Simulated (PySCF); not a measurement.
## Ta: ionisation energy

Ta [Xe] 4f14 5d3 6s2 (4F) → Ta⁺ [Xe] 4f14 5d3 6s1 (5F), as a difference of total energies. Computed with PySCF 2.14 in aug-cc-pwCVDZ-PP with ECP60MDF, with scalar relativity through the core potential. Correlated levels: valence: 5s2 5p6 frozen; valence and next inner shell: nothing frozen outside the core potential. The calculations carry no spin-orbit coupling.

```
                                method  ionisation energy (eV)  error (eV)
                                   UHF                   5.736      -1.837
                                   LDA                   7.625      +0.052
                                   PBE                   7.235      -0.338
                                  PBE0                   7.054      -0.519
                                r2SCAN                   6.827      -0.746
                               wB97X-V                   7.240      -0.333
                             CAM-B3LYP                   7.408      -0.165
                                  PW91                   7.282      -0.291
                               r2SCANh                   6.835      -0.738
                         MP2 (valence)                   6.854      -0.719
                     SCS-MP2 (valence)                   7.077      -0.496
    MP2 (valence and next inner shell)                   7.140      -0.433
SCS-MP2 (valence and next inner shell)                   7.246      -0.327
```

Reference: 7.573 eV (measured; NIST levels, between the centres of gravity of the two terms).

Errors of the correlated levels include the incompleteness of this basis and the frozen core.

MP2 underrates the near-degeneracy of ns² with np² in the lower species.
